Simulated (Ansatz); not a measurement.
CdCl2. Total charge 0; quintet. Geometry r2SCAN-D4/def2-TZVP; atoms count from 1.

Cartesian coordinates in Å:
```
Cd 0.000 0.000 0.000
Cl -1.199 -0.367 -2.767
Cl 1.199 0.367 2.767
```

In the def2 sets Cd takes a core potential; there is no spin–orbit coupling. At PBE0-D4/def2-TZVP a singlet of charge 0 lies 9.29 eV below the quintet, each at its own geometry. The structure comes from a short search, and lower isomers may exist.

Q: Estimate the Mulliken populations from the PBE0/def2-TZVP orbitals of Ansatz.

A: 
| atom | charge (e) | spin (α − β) | d electrons |
| --- | --- | --- | --- |
| Cd1 | -0.14 | 1.94 | 10.01 |
| Cl2 | 0.07 | 1.03 | – |
| Cl3 | 0.07 | 1.03 | – |
Mulliken values depend strongly on the basis.

Q: Where does the spin sit?

A: Summed by element: Cd 1.94, Cl 2.06, of 4 unpaired in all. Largest on single atoms: Cd1 1.94, Cl2 1.03, Cl3 1.03.
